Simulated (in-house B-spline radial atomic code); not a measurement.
A run on Tc4+ (an excited or competing configuration) that did not converge. Method: scalar-relativistic (X2C) wB97X, spin-polarised, spherical fractional occupations, exact exchange averaged over the configuration, Fermi nucleus of rms radius 4.41117 fm; computed with an all-electron radial atomic-structure program (B-spline basis).

Command:
```bash
python run_scf.py task.json out
```
Settings (nuclear radius in fm, mass in u):
```
Z                43
configuration    [Kr] 4d2 5d1
hamiltonian      x2c
method           wb97x
spin_polarised   True
nucleus          fermi
rms_radius       4.41117
atomic_mass      96.90636
speed_of_light   137.035999084
exact_exchange   averaged over the configuration
```

First and last ten iterations of the last attempt (damped for 15 steps, keeping 80 % of the old Fock matrix, then DIIS):
```
 iter        energy (Eh)    residual
    1       -4273.812115    5.50e-01
    2       -4279.283001    2.53e-01
    3       -4280.063893    1.76e-01
    4       -4280.446078    1.27e-01
    5       -4280.631964    9.19e-02
    6       -4280.722287    6.70e-02
    7       -4280.766318    4.91e-02
    8       -4280.787926    3.62e-02
    9       -4280.798634    2.68e-02
   10       -4280.804008    2.00e-02
  111       -4280.809882    7.53e-07
  112       -4280.809882    8.15e-07
  113       -4280.809882    7.30e-07
  114       -4280.809882    6.73e-07
  115       -4280.809882    7.92e-07
  116       -4280.809882    7.64e-07
  117       -4280.809882    6.55e-07
  118       -4280.809882    8.25e-07
  119       -4280.809882    1.72e-06
  120       -4280.809882    8.59e-07
 not converged after 120 iterations
```

The smallest residual met was 5.0e-07; the threshold is about 4e-07. Over the last five steps the energy moves by less than 1e-08 hartree, but the orbitals didn't meet the threshold. Cost of the run: 30 s on 1 thread of Arm Neoverse N1 (shared host).
